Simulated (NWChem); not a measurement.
System: CHO₂ cation; SMILES [OH+]=C=O

Here is an NWChem input.

```
start job
memory heap 200 mb stack 900 mb global 1100 mb
charge 1
geometry units angstroms noautoz
  O      0.035541    -1.224123     0.000000
  C      0.004729    -0.085186     0.000000
  O     -0.164029     1.128390     0.000000
  H      0.606035     1.766601     0.000000
end
basis spherical
  * library aug-cc-pvdz
end
dft
  xc b3lyp
  iterations 150
end
tddft
  nroots 6
end
task tddft energy
```

Geometry: optimised at PBE-D3(BJ)/def2-SVP. B3LYP is NWChem's, with the RPA form of VWN correlation.

Vertical excitations in the gas phase.

**Question.** What results follow from this input? (B3LYP/aug-cc-pVDZ, full TDDFT.) Quantities: lowest excitation, singlet (eV); oscillator strength of that lowest state; lowest triplet (eV); orbital gap (eV).

**Answer.** 
- lowest excitation, singlet (eV) = 8.03
- oscillator strength of that lowest state = 0.000
- lowest triplet (eV) = 7.12
- orbital gap (eV) = 10.12
